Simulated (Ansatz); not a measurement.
Consider the redistribution: `N[SiH2][SiH2]N` + `N[SiH2][S][GeH3]` → `N[SiH2]S[SiH2]N` + `N[SiH2][GeH3]`.

Isolated molecules relaxed with PBE0-D4/def2-TZVP in Ansatz; ΔE leaves out vibrations. CCSD(T)/CBS is the MP2 limit (def2-TZVPP, def2-QZVPP) plus CCSD(T) − MP2 in def2-TZVPP, frozen cores. DFT in def2-TZVPP. B3LYP here is the variant with VWN-RPA as its local correlation; programs differ in this. For Ge outer-core shells are correlated without core-valence functions, which leaves a few kJ/mol of doubt a bond. Scalar relativity is left out up to krypton. One conformer a species, not always the lowest.

| level | ΔE (kcal/mol) | difference from CCSD(T)/CBS |
| --- | --- | --- |
| PBE-D4 | -12.3 | 0.3 |
| r2SCAN-D4 | -13.0 | -0.4 |
| PBE0-D4 | -12.3 | 0.3 |
| ωB97X-V | -11.9 | 0.7 |
| ωB97M-V | -13.3 | -0.7 |
| B2PLYP | -12.1 | 0.5 |
| PBE | -11.8 | 0.8 |
| r2SCAN | -12.8 | -0.2 |
| B3LYP | -11.6 | 1.0 |
| HF/def2-TZVPP | -10.4 | 2.2 |
| HF/def2-QZVPP | -10.4 | 2.2 |
| MP2/def2-QZVPP | -13.3 | -0.7 |
| SCS-MP2/def2-QZVPP | -12.3 | 0.3 |
| HF/CBS(def2) | -10.4 | 2.2 |
| MP2/CBS(def2) | -13.5 | -0.9 |
| CCSD/CBS(def2) | -12.4 | 0.2 |
| CCSD(T)/CBS | -12.6 | 0 |

Largest T1 diagnostic among the species: 0.011.

In def2-TZVPP, CCSD(T) changes the Hartree–Fock value by −1.7 kcal/mol (the triples alone add −0.2 kcal/mol) and MP2 by −2.6 kcal/mol. The D4 term adds −0.8 kcal/mol with B3LYP and −0.5 kcal/mol with PBE0; it sums over pairs of atoms, weighted by their polarisabilities, and B3LYP, whose exchange is more repulsive, gets the larger term.
